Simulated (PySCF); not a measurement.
Zn(H)(SiH3) (H4SiZn), SMILES [SiH3][ZnH].

Geometry: B3LYP-D3(BJ)/def2-TZVP.

Computed with M06-2X/def2-TZVPD run with PySCF.

Symmetry labels are those of the subgroup Cs that the program uses (full group C3v).

Computed valence orbital energies around the gap with their symmetry:
```tsv
orbital	symmetry	energy (eV)
HOMO−7	A'	-17.81
HOMO−6	A'	-17.65
HOMO−5	A"	-17.65
HOMO−4	A'	-16.14
HOMO−3	A"	-10.77
HOMO−2	A'	-10.77
HOMO−1	A'	-10.54
HOMO	A'	-8.15
LUMO	A"	-0.71
LUMO+1	A'	-0.71
LUMO+2	A'	0.31
LUMO+3	A'	0.74
```
